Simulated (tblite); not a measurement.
C₆H₁₀OSSi.
Geometry (GFN2-xTB, Å), atoms numbered from 1 in this order:
```xyz
19
C6H10OSSi angstrom
C      2.4004   -1.2500   -0.7349
C      1.5164   -0.4044   -0.2113
Si     1.7791    1.4088    0.2010
S     -0.2056    1.7325    0.9228
C     -0.9134    0.1842    0.1957
C     -1.3595    0.4693   -1.2391
C     -2.0828   -0.2626    1.0597
C      0.1564   -0.8990    0.1179
O     -0.1083   -2.0670    0.2684
H      3.3972   -0.9438   -1.0032
H      2.1356   -2.2815   -0.9167
H      2.0603    2.2130   -0.9856
H      2.7262    1.6184    1.2846
H     -0.5097    0.7531   -1.8590
H     -1.8239   -0.4192   -1.6645
H     -2.0818    1.2824   -1.2444
H     -2.8794    0.4758    1.0250
H     -1.7611   -0.3818    2.0918
H     -2.4560   -1.2191    0.6995
```

Computed with GFN2-xTB (tblite): harmonic, unscaled wavenumbers at the GFN2-xTB geometry, gas phase. The method is semi-empirical: single wavenumbers can be off by several per cent or more. Modes of hydrogen on silicon can be 10 to 20 % off. One conformer, not necessarily the lowest.

Harmonic wavenumbers (cm⁻¹): 40.0, 54.0, 163.8, 186.6, 219.6, 246.4, 267.6, 279.7, 312.9, 318.3, 345.0, 439.8, 452.1, 501.7, 513.4, 534.1, 570.9, 597.6, 650.4, 740.4, 769.3, 771.2, 843.8, 932.5, 936.0, 968.2, 1001.8, 1030.3, 1135.9, 1165.5, 1176.4, 1224.4, 1389.8, 1392.9, 1407.4, 1470.0, 1479.5, 1483.7, 1491.8, 1648.3, 1736.0, 2278.5, 2338.7, 3012.6, 3017.5, 3031.5, 3034.7, 3042.2, 3045.8, 3073.4, 3119.0.

A = 1491, B = 1299, C = 846.4 MHz; mass 158.022 u (most abundant isotopes); point group C1, symmetry number 1.

Zero-point energy?

½Σν̃ = 30941 cm⁻¹ = 88.47 kcal/mol.

What is S at 200 K and 1 bar for an ideal gas of classical rigid rotors and harmonic oscillators?

Translation 39.12, rotation 28.47, vibration 20.11: S = 87.7 cal/(mol K).

And Cp and H(200 K) − H(0)?

Cp = 32.24 cal/(mol K), of which vibrations give 24.29 (their classical limit is 51 R = 101.3); H(200 K) − H(0) = 3.85 kcal/mol without the zero-point energy, 2.26 from vibrations.

Blend soft modes into free rotors: weight 1/[1 + (100 cm⁻¹/ν̃)⁴] for the oscillator and the rest for a rotor with moment μB/(μ + B), μ = h/(8π²ν), B = 10⁻⁴⁴ kg m². What vibrational entropy results?

18.41 cal/(mol K) in place of 20.11, which changes −T·S at 200 K by +0.34 kcal/mol.

What must be added to the electronic energy to get the Gibbs energy at 200 K and 1 bar?

ZPE + [H(200 K) − H(0)] − T·S = 88.47 + 3.85 − 17.54 = 74.78 kcal/mol.

Which modes carry the vibrational entropy at 200 K?

40.0 cm⁻¹: 4.47; 54.0 cm⁻¹: 3.88; 163.8 cm⁻¹: 1.77; 186.6 cm⁻¹: 1.54; 219.6 cm⁻¹: 1.27; 246.4 cm⁻¹: 1.09 cal/(mol K); the other 45 give 6.08 together.

How do the functions run with temperature in this model?

```csv
T (K),S (cal/(mol K)),Cp (cal/(mol K)),H − H(0) (kcal/mol),G − H(0) (kcal/mol),ln q(vib)
100,70.4,18.9,1.28,-5.76,1.76
300,103.0,43.6,7.66,-23.24,7.34
500,129.6,61.1,18.23,-46.57,13.19
800,162.2,77.5,39.24,-90.54,21.39
1000,180.3,84.6,55.47,-124.83,26.36
```

q(vib) and H(0) count from the zero-point level.

Hindered rotation and anharmonicity are outside this model. Other conformers, if any are populated, would add a mixing term that is left out. The structure is chiral; the term R ln 2 for an equal mix with its mirror image is left out.
